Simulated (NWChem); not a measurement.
Species: CH₅BO; SMILES BOC

```xyz
8

B      0.2033    -1.2916     0.0000
H     -0.4501    -2.3083     0.0000
H      1.4192    -1.2900     0.0000
O     -0.4735    -0.1367     0.0000
C      0.1487     1.1238     0.0000
H      1.2477     1.0352     0.0000
H     -0.1688     1.6858    -0.8915
H     -0.1688     1.6858     0.8915
```
Atoms are numbered in this order, from 1.

All runs: NWChem. Coordinates come from a PBE0/def2-SVP optimisation. Ions are spin-unrestricted doublets at the neutral geometry; other ion states weren't tried.

**Question.** Estimate the computed values for B3LYP/def2-SVP. Quantities: vertical ionisation energy, ΔSCF (eV); −ε(HOMO) (eV).

**Answer.** 
```yaml
vertical ionisation energy, ΔSCF (eV): 11.06
"−ε(HOMO) (eV)": 8.23
```
